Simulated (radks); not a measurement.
Q: The mean radii <r> (bohr) of the occupied orbitals of an atom or ion are listed with their occupations. Calculated with a radial shooting solver on a logarithmic mesh with Libxc functionals: scalar-relativistic Kohn-Sham, r2SCAN, spin-polarised, spherical densities, finite nucleus; meta-GGA in the generalised Kohn-Sham scheme; Fermi nuclear charge, rms radius of each element as measured or else 0.836 A^(1/3) + 0.57 fm.

| orbital | occ. | <r> |
|---|---|---|
| 1s up | 1 | 0.05410 |
| 1s down | 1 | 0.05410 |
| 2s up | 1 | 0.2447 |
| 2s down | 1 | 0.2443 |
| 2p up | 3 | 0.2154 |
| 2p down | 3 | 0.2150 |
| 3s up | 1 | 0.7339 |
| 3s down | 1 | 0.7369 |
| 3p up | 3 | 0.7685 |
| 3p down | 3 | 0.7725 |
| 3d up | 5 | 0.9021 |
| 3d down | 2 | 0.9206 |
| 4s up | 1 | 2.228 |

Name the element and its charge. Open shells, if any, are filled with parallel spins first.

A: Z = 28, nickel, charge +2: Ni2+ in [Ar] 3d7 4s1. The 1s radius gives Z: for a bare nucleus <r> = (2 gamma + 1)/(2Z) with gamma = sqrt(1 - (Z/c)^2), 0.05282 bohr for Z = 28, and screening makes it slightly larger (0.05410 here). The occupations add up to 26, and the charge is Z minus that.
